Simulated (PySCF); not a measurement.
C₃H₇InO₂, SMILES C=C[CH2][In]([OH])[OH].

Geometry: B3LYP-D3(BJ)/def2-SVP. The def2 effective core potentials stand for the cores of In; spin–orbit coupling is left out. One conformer was computed; it need not be the lowest.

All values below come from B3LYP-D3(BJ)/def2-SVP run with PySCF.

Frequencies are harmonic and unscaled.

Computed normal modes with their intensities:
| mode | ν (cm⁻¹) | IR (km/mol) | moving atoms (share of kinetic energy) |
|---|---|---|---|
| 1 | 19 | 1.4 | O 36 %, C 36 %, H 25 % |
| 2 | 45 | 3.0 | O 46 %, C 31 %, H 14 %, In 9 % |
| 3 | 100 | 7.1 | O 33 %, C 26 %, H 23 %, In 18 % |
| 4 | 124 | 8.1 | C 35 %, O 33 %, In 17 %, H 15 % |
| 5 | 139 | 22.0 | O 65 %, In 14 %, H 13 %, C 8 % |
| 6 | 214 | 3.3 | C 50 %, H 33 %, In 13 % |
| 7 | 294 | 123.0 | H 93 % |
| 8 | 324 | 63.1 | H 91 %, O 8 % |
| 9 | 386 | 4.9 | C 54 %, H 43 % |
| 10 | 459 | 4.0 | C 55 %, H 38 % |
| 11 | 585 | 71.2 | O 85 %, In 12 % |
| 12 | 596 | 89.7 | O 84 %, In 14 % |
| 13 | 683 | 9.7 | H 65 %, C 34 % |
| 14 | 731 | 8.5 | H 67 %, C 32 % |
| 15 | 780 | 68.7 | H 92 % |
| 16 | 813 | 78.7 | H 92 % |
| 17 | 917 | 35.9 | H 72 %, C 28 % |
| 18 | 945 | 4.1 | H 53 %, C 47 % |
| 19 | 1013 | 6.0 | H 84 %, C 16 % |
| 20 | 1045 | 9.8 | H 79 %, C 21 % |
| 21 | 1089 | 8.7 | H 75 %, C 25 % |
| 22 | 1202 | 15.6 | H 60 %, C 40 % |
| 23 | 1313 | 1.1 | H 80 %, C 20 % |
| 24 | 1413 | 2.9 | H 89 %, C 11 % |
| 25 | 1450 | 4.9 | H 83 %, C 17 % |
| 26 | 1700 | 22.8 | C 86 %, H 14 % |
| 27 | 3065 | 4.1 | H 95 % |
| 28 | 3121 | 7.5 | H 92 % |
| 29 | 3132 | 4.9 | H 94 % |
| 30 | 3138 | 6.2 | H 91 %, C 9 % |
| 31 | 3231 | 8.8 | H 89 %, C 11 % |
| 32 | 3813 | 48.6 | H 94 % |
| 33 | 3822 | 28.6 | H 94 % |
